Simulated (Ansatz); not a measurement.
Reaction (SMILES): F[Si](F)(Br)Br + 3 [SiH4] (SiH4) → 2 F[SiH3] [fluorosilane] + 2 [SiH3]Br [bromosilane]
Each molecule is optimised on its own at B3LYP-D3(BJ)/def2-TZVP (Ansatz, a quantum-chemistry and plane-wave program).
Geometry of the first species:
```xyz
5

F     -0.0035     1.6880    -1.1561
Si    -0.0108     0.6657     0.0470
F     -0.0485     1.5083     1.3815
Br     1.8284    -0.5169    -0.0042
Br    -1.8107    -0.5713    -0.0726
```
Charge 0, spin multiplicity 1.

Quantity: bond separation energy (electronic energy difference), in eV. Correlated levels leave the core frozen unless marked. Spin-orbit coupling is left out. The frozen core is the preceding noble-gas configuration, with the filled d and f shells of earlier blocks. Non-relativistic. Basis-set limits of correlation are two-point, X^-3; Hartree-Fock from the larger set. The bracket is a focal-point correction in the basis named.

```
level                                                              program  bond separation energy (eV)  minus last row
----------------------------------------------------------  --------------  ---------------------------  --------------
r2SCAN-D4/def2-TZVPD                                        Ansatz + dftd4                         0.40            0.12
B3LYP-D4/def2-TZVPD                                         Ansatz + dftd4                         0.32            0.04
PBE0/6-31G*                                                         Ansatz                         0.50            0.22
BHLYP/def2-TZVPD                                                    Ansatz                         0.18           -0.10
B2PLYP-D3(BJ)/def2-TZVPD                                    Ansatz + dftd3                         0.27           -0.01
MP2/def2-TZVPPD                                                     Ansatz                         0.28            0.00
MP2/def2-QZVPPD                                                     Ansatz                         0.27           -0.01
MP2/CBS(def2-TZVPP,def2-QZVPP)                                      Ansatz                         0.25           -0.03
RI-MP2/def2-QZVPP                                                   Ansatz                         0.27           -0.01
SCS-MP2/def2-SVP                                                    Ansatz                         0.29            0.01
CCSD/6-31G                                                          Ansatz                        -0.06           -0.34
CCSD/def2-SVPD                                                      Ansatz                         0.22           -0.06
CCSD(T)/def2-QZVPPD                                                 Ansatz                         0.29            0.01
RI-MP2/CBS(def2-TZVPP,def2-QZVPP)+[CCSD(T)-MP2]/def2-QZVPP          Ansatz                         0.28            0.00
CCSD(T)/CBS(def2-TZVPPD,def2-QZVPPD)                                Ansatz                         0.28            0.00
```
